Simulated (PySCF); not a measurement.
Computed IR spectrum (relative IR intensity) of a molecule C₂H₇BrOSi. Coordinates come from a PBE0-D3(BJ)/def2-SVP optimisation. One conformer was computed; it need not be the lowest. These are PBE0-D3(BJ)/def2-SVP (PySCF) values and carry that method's errors. Frequencies are harmonic and unscaled.

ν (cm⁻¹): 433 (m), 608 (w), 728 (vw), 781 (w), 887 (vs), 941 (m), 995 (m), 1125 (vw), 1172 (w), 1182 (vs), 1426 (w), 1452 (vw), 2248 (m), 2301 (m), 3020 (w), 3065 (vw), 3074 (w), 3167 (vw), 3169 (w) (against the strongest line: vs over 80 %, s over 45 %, m over 15 %, w over 4 %, vw less)

**Question.** Pick the molecule that these values belong to.
(A) C[Si](C)(O)Br
(B) CCO[SiH2]Br
(C) CO[SiH](C)Br
(D) CC[SiH](O)Br

**Answer.** B, CCO[SiH2]Br
